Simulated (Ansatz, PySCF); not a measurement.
Species: BiF3, charge 0, multiplicity 1. 
Coordinates optimised at B3LYP-D3(BJ)/def2-TZVP (Ansatz, a quantum-chemistry and plane-wave program):
```
Bi
F 1 2.0046
F 1 2.0046 2 95.78
F 1 2.0046 2 95.78 3 96.44
```

Property: vertical ionisation energy (to the doublet state of charge +1; each state is the SCF solution reached for its spin; the molecule has degenerate orbitals, so one determinant may break the symmetry; the UHF <S^2> is 0.87 for the doublet (pure: 0.75); for the doublet the Hartree-Fock reference is unstable and T1 is 0.030), in eV. Valence correlation only, unless marked. Open shells are spin-unrestricted. Spin-orbit coupling is left out. The frozen core is the preceding noble-gas configuration, with the filled d and f shells of earlier blocks. Past Kr the def2 sets carry scalar-relativistic core potentials. 

```csv
level,program,vertical ionisation energy (eV)
HF/def2-TZVPPD,Ansatz,12.24
HF/def2-QZVPPD,Ansatz,12.22
SVWN5/def2-TZVPD,Ansatz,12.39
PBE/def2-TZVPD,Ansatz,12.04
r2SCAN/def2-TZVPD,Ansatz,12.25
B3LYP/def2-TZVPD,Ansatz,12.52
PBE0/def2-TZVPD,Ansatz,12.48
BHLYP/def2-TZVPD,Ansatz,12.83
CAM-B3LYP/def2-TZVPD,Ansatz,12.78
wB97M-V/def2-TZVPD,Ansatz,12.67
B2PLYP/def2-TZVPD,Ansatz,12.59
RI-MP2/def2-QZVPPD,Ansatz,13.96
CCSD/def2-SVPD,Ansatz,12.74
CCSD(T)/def2-SVPD,Ansatz,12.64
```

For comparison, minus the highest occupied orbital energy (PySCF): 9.34 eV at TPSSh/def2-TZVPD, 10.19 eV at PBE0/def2-TZVPD, 13.62 eV at HF/def2-TZVPD.
